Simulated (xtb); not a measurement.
C5H5Cl, SMILES C1(Cl)=CCC=C1. All values are semi-empirical tight-binding results from xtb (GFN2-xTB unless named), good for trends rather than for accurate numbers. Geometry optimised at GFN2-xTB. Other conformers were not sampled.

Optimised geometry:

```xyz
11

Cl    -0.0058     2.0139     0.0000
C     -0.0390     0.2995     0.0000
C     -1.1273    -0.4847     0.0000
C     -0.6824    -1.9096     0.0000
C      0.8066    -1.7983     0.0000
C      1.1646    -0.5088     0.0000
H     -2.1551    -0.1782     0.0000
H     -1.0471    -2.4472     0.8776
H     -1.0471    -2.4472    -0.8776
H      1.4566    -2.6532     0.0000
H      2.1569    -0.0989     0.0000
```

The point group as xtb finds it is Cs. The orbital gap comes out as 3.62 eV, the dipole moment comes out as 2.52 D and the zero-point energy comes out as 51.1 kcal/mol. The G − E(el) at 298.15 K (modified RRHO) comes out as 32.8 kcal/mol and the static polarisability (D4 model) is 68.8 bohr³. The solvation energy, GFN2-xTB/ALPB(water) is -2.5 kcal/mol and the solvation energy, GFN2-xTB/ALPB(chcl3) comes out as -5.7 kcal/mol.

Computed atomic charges and the Wiberg bond orders between heavy atoms:
charges (e) Cl1 -0.18, C2 0.09, C3 -0.06, C4 -0.07, C5 -0.04, C6 -0.05, H7 0.05, H8 0.08, H9 0.08, H10 0.04, H11 0.05. Bond orders Cl1–C2 0.98, C2–C3 1.74, C3–C4 1.04, C4–C5 1.04, C2–C6 1.12, C5–C6 1.80.
